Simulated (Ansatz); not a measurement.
```xyz
5

C     0.4517    0.0000    0.0000
H     1.0227    0.5944    0.5944
H     1.0227   -0.5944   -0.5944
F    -0.2642    0.7129   -0.7129
F    -0.2642   -0.7129    0.7129
```

Basis set: cc-pVDZ (spherical functions). Frozen core: 3 orbitals. Charge 0, multiplicity 1.

Computed with Ansatz (development build ahead of 0.2.0); each method stands on the lowest determinant of its kind that the runs found. Restricted open shells among the atoms or ions are ROHF, correlated in semicanonical orbitals with singles.

Give the atomization energy at this shape (free ground-state atoms in the same class of orbitals less the molecule, no zero-point energy) of singlet CH2F2 by RHF-MP2, RHF.

```csv
method,atomization energy
RHF-MP2,16.57 eV
RHF,12.36 eV
```

Caution: no unrestricted run beside it, a lower state can exist; the shape is not the minimum.
